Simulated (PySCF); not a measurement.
Species: C7H10O2S.
SMILES with atom numbers: `[CH2:1]=[C:2]([CH3:3])[C@@H:4]1[CH:5]=[CH:6][S:7](=[O:8])(=[O:9])[CH2:10]1` (hydrogens: H11, H12 on C1; H13, H14, H15 on C3; H16 on C4; H17 on C5; H18 on C6; H19, H20 on C10)

Method used: PBE0-D3(BJ)/def2-SVP geometry optimisation, gas phase (PySCF).

(1) What internal coordinates does the optimisation give?

Answers

(1) 
| bond | length (Å) |
| --- | --- |
| C1=C2 | 1.337 |
| C2–C3 | 1.498 |
| C2–C4 | 1.519 |
| C4–C5 | 1.514 |
| C5=C6 | 1.331 |
| C6–S7 | 1.773 |
| S7=O8 | 1.462 |
| S7=O9 | 1.458 |
| S7–C10 | 1.814 |
| C4–C10 | 1.537 |
| C1–H11 | 1.094 |
| C1–H12 | 1.093 |
| C3–H13, C3–H14, C3–H15 | 1.101 |
| C4–H16 | 1.101 |
| C5–H17 | 1.094 |
| C6–H18 | 1.091 |
| C10–H19 | 1.098 |
| C10–H20 | 1.098 |

Bonds in one row agree within 0.01 Å and their mean is given. A selection of angles:
| angle | degrees |
| --- | --- |
| C1–C2–C3 | 123.2 |
| C1–C2–C4 | 120.1 |
| C3–C2–C4 | 116.8 |
| C2–C4–C5 | 111.3 |
| C2–C4–C10 | 113.3 |
| C5–C4–C10 | 106.9 |
| C4–C5–C6 | 117.6 |
| C5–C6–S7 | 111.7 |
| C6–S7–O8 | 109.5 |
| C6–S7–O9 | 110.6 |
| C6–S7–C10 | 93.3 |
| O8–S7–O9 | 119.5 |
| O8–S7–C10 | 110.2 |
| O9–S7–C10 | 110.6 |
| C4–C10–S7 | 107.3 |

Dihedral angles: C1–C2–C4–C5 -124° (anticlinal); C2–C4–C5–C6 -112° (anticlinal); C4–C5–C6–S7 0° (synperiplanar); C5–C6–S7–O8 103° (anticlinal); C6–S7–C10–C4 16° (synperiplanar); C2–C4–C10–S7 106° (anticlinal).

S7 (sulfonyl sulfur) has angles from 93.3° to 119.5°. The 6 C–C bonds span 1.331 Å (C5=C6, drawn double) to 1.537 Å (C4–C10, drawn single), a spread of 0.206 Å. The C–S distances run from 1.773 Å (C6–S7, drawn single) to 1.814 Å (S7–C10, drawn single), a spread of 0.041 Å. Of the pairs four or more bonds apart, O8···H15 is among the closest relative to their van der Waals radii: 2.44 Å, 90 % of the sum of Bondi's values. The 5-membered ring C4–C5–C6–S7–C10 has internal angles of 93.3° to 117.6° (sum 537°, against 540° for a flat polygon); it is puckered, 0.08 Å rms from its mean plane, widest ring torsion 18°.

Point group: C1 (no symmetry element, even within 0.4 Å). PBE0-D3(BJ)/def2-SVP frequencies: not computed here. The numbers are those of one conformer.
